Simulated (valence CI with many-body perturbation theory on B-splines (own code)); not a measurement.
**E1 transitions of Pr2+**

Calculated by configuration interaction combined with many-body perturbation theory (CI+MBPT): three valence electrons over a frozen Dirac-Fock core [Xe], a basis of 8 s, 8 p, 9 d, 9 f, 6 g, 3 h, 2 i functions for each j, with the one-electron correlation potential Σ1, the two-electron term Σ2, the three-electron term Σ3, Breit, model QED; the open f shell's mean field enters the energy denominators; selected CI, second order for the rest, scaled by the run's own slope (own B-spline code, finite nucleus).

Set against measurement, 63 paired levels are off by 928 cm⁻¹ on average, the worst by 1874. These come from a selection out of Martin, Zalubas and Hagan, Atomic Energy Levels: The Rare-Earth Elements, NSRDS-NBS 60 (1978); Maison, Palmeri and Quinet, J. Phys. B 58, 015001 (2025). Levels without a partner in it may be off by more, other configurations by several thousand cm⁻¹. 4 measured levels below the end of the list, from 23175 cm⁻¹ on, found no clear computed partner.

Lines 1 to 18 of 18 in falling wavelength, among levels below 3.046 eV, chosen from the strongest by gf and those to the six lowest levels. Wavelengths and rates use the calculated energies, so an error of 900 cm⁻¹ moves a line at 5736 Å by 5.2 % and its rate by three times that or more. Electric multipoles are in the length gauge, E1 and E2 with the static RPA response of the core. Weak lines are less certain than strong ones. Lines between different terms over intervals too small for the method are left out, as are lines whose strength nearly cancels and 159 of this kind that miss the measured wavelength by over 7 %. Where a level lies close to another of its J and parity, the split of strength between their lines is uncertain.

Names give the largest LS component (configuration and term), which can be under half, so a name can repeat, a term be missing and a line seem to break the LS rules; names also repeat where a configuration has a term twice. Letters in brackets count levels of one name in rising energy.

```
λ vac (Å)  λ from measured levels             Upper         Lower   A (s⁻¹)  S (a.u.) with core polarisation  S without
    21780                              4f²5d ²P_1/2   4f³ ²D°_3/2  1.34e+04                         1.37e-01   3.00e-01
    16100                              4f²5d ⁴P_1/2   4f³ ²D°_3/2  9.89e+03                         4.07e-02   8.32e-02
     9563                              4f²5d ²P_1/2   4f³ ⁴S°_3/2  1.01e+05                         8.75e-02   1.85e-01
     8280                              4f²5d ⁴P_1/2   4f³ ⁴S°_3/2  5.31e+05                         2.98e-01   6.08e-01
     8221                              4f²5d ²P_1/2   4f³ ⁴F°_3/2  2.94e+05                         1.61e-01   3.55e-01
     7254                              4f²5d ⁴P_1/2   4f³ ⁴F°_3/2  1.72e+05                         6.48e-02   1.36e-01
     5736                    6055  4f²5d ⁴G_7/2 [a]   4f³ ⁴I°_9/2  2.30e+05                         1.72e-01   3.70e-01
     5706                    6001      4f²5d ⁴G_9/2  4f³ ⁴I°_11/2  3.19e+05                         2.92e-01   6.28e-01
     5678                    6073     4f²5d ²I_13/2  4f³ ⁴I°_13/2  2.79e+04                         3.53e-02   8.91e-02
     5628                    5950     4f²5d ⁴G_11/2  4f³ ⁴I°_13/2  4.00e+05                         4.22e-01   8.91e-01
     5556                    5937     4f²5d ²I_11/2  4f³ ⁴I°_11/2  4.07e+04                         4.14e-02   9.84e-02
     5264                    5536      4f²5d ⁴G_9/2   4f³ ⁴I°_9/2  8.09e+03                         5.82e-03   1.39e-02
     5216                    5567     4f²5d ²I_13/2  4f³ ⁴I°_11/2  5.40e+03                         5.29e-03   1.22e-02
     5174                    5464     4f²5d ⁴G_11/2  4f³ ⁴I°_11/2  5.17e+03                         4.24e-03   9.81e-03
     5136                    5482     4f²5d ²I_11/2   4f³ ⁴I°_9/2  7.73e+03                         6.20e-03   1.41e-02
     4808                    5076     4f²5d ⁴G_11/2   4f³ ⁴I°_9/2  5.12e+01                         3.37e-05   6.48e-05
     4734                    5032      4f²5d ²F_7/2   4f³ ⁴I°_9/2  3.09e+05                         1.30e-01   2.69e-01
     4413                    4696      4f²5d ²G_7/2   4f³ ⁴I°_9/2  1.16e+04                         3.92e-03   1.04e-02
```
